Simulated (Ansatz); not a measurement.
This geometry of C3H11BSi (16 atoms, charge 0, multiplicity 1) is a first-order saddle point.

Level of theory: RKS PBE/def2-SVP (Ansatz 0.2.0).

```xyz
16
Properties=species:S:1:pos:R:3
C -0.113 2.521 0.088
Si 0.949 0.959 0.310
B -0.013 -0.816 -0.001
C 0.849 -2.090 -0.340
C -1.584 -0.927 0.057
H 0.461 3.437 0.334
H -0.471 2.613 -0.958
H -1.004 2.489 0.749
H 1.452 0.919 1.742
H 2.194 1.077 -0.544
H 1.011 -2.035 -1.445
H 0.351 -3.063 -0.144
H 1.869 -2.096 0.096
H -1.897 -1.769 0.714
H -2.142 -0.016 0.348
H -1.935 -1.225 -0.960
```

(1) Which two structures does it join? (They come from a converged band through this point; their orientation in space is the band's.)

(2) How far does it lie above each of them?

Answers

(1) No bond is made or broken. The dihedral Si2–B3–C5–H16 goes from 32 to 161°. The two ends are copies of one structure, up to a mirror image or an exchange of like atoms.

First end point:

```xyz
16
Properties=species:S:1:pos:R:3
C -0.203 2.449 -0.537
Si 0.901 1.030 0.085
B 0.020 -0.813 0.150
C 0.936 -2.085 0.273
C -1.546 -0.959 0.115
H 0.332 3.420 -0.515
H -0.532 2.265 -1.581
H -1.112 2.546 0.092
H 1.366 1.357 1.491
H 2.165 0.984 -0.748
H 1.130 -2.373 -0.792
H 0.445 -2.966 0.738
H 1.937 -1.926 0.723
H -1.916 -1.969 -0.161
H -1.857 -0.798 1.178
H -2.089 -0.185 -0.466
```

Last end point:

```xyz
16
Properties=species:S:1:pos:R:3
C -0.118 2.513 -0.016
Si 0.941 0.959 0.275
B -0.010 -0.826 -0.022
C 0.859 -2.116 -0.250
C -1.579 -0.917 0.013
H 0.452 3.438 0.203
H -0.462 2.565 -1.069
H -1.017 2.505 0.634
H 1.431 0.969 1.711
H 2.194 1.047 -0.571
H 0.993 -2.151 -1.360
H 0.356 -3.069 0.023
H 1.885 -2.095 0.170
H -1.819 -1.010 1.102
H -2.124 -0.014 -0.330
H -2.005 -1.822 -0.469
```

(2) 0.018 eV above the first and 0.018 eV above the second. This is the barrier of this one path; another mechanism may lie lower.

The run took 110 s on 2 threads of Arm Neoverse V2 (shared host), peak memory 0.17 GiB.
